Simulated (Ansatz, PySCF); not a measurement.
CH3Cl2NSi2. Atoms are numbered in the order given.

```xyz
9

Cl     1.4192    -0.1202     1.6667
Si     0.2265     0.0221     0.0000
Cl     1.4192    -0.1202    -1.6667
N     -0.7296     1.5347     0.0000
C     -1.9308     1.0688     0.0000
Si    -1.9258    -0.8655     0.0000
H     -2.7874     1.7701     0.0000
H     -2.4911    -1.5149    -1.2214
H     -2.4911    -1.5149     1.2214
```
Charge 0, spin multiplicity 1.

Geometry: PBE0-D3(BJ)/def2-SVP. This is a generated structure with no PubChem entry under its InChIKey; it may be hypothetical.

Vertical ionisation energy (IE) and electron affinity (EA) in eV. Rows of orbital energies are one-electron estimates. Where ΔSCF, EOM or ADC give a negative EA the extra electron is unbound and the value depends on the basis.

```json
[
 {"level": "−ε(HOMO), −ε(LUMO), HF/def2-TZVP (PySCF)", "IE": "10.63", "EA": "-2.31"},
 {"level": "−ε(HOMO), −ε(LUMO), PBE/def2-TZVP (PySCF)", "IE": "6.00", "EA": "2.77"},
 {"level": "ΔSCF, CAM-B3LYP/def2-TZVPD (Ansatz), final states of multiplicity 2 and 2", "IE": "9.31", "EA": "-0.02"},
 {"level": "ΔSCF, PBE/def2-TZVPD (Ansatz), final states of multiplicity 2 and 2", "IE": "8.99", "EA": "0.12"}
]
```

### Question
What vertical singlet–triplet gap does ΔSCF give with CAM-B3LYP/def2-TZVPD (Ansatz, a first-principles code) and with PBE/def2-TZVPD (Ansatz)? (The exact figures need the calculation; the answer reports its results.)

### Answer
3.01 and 2.89 eV (triplet above singlet where positive).
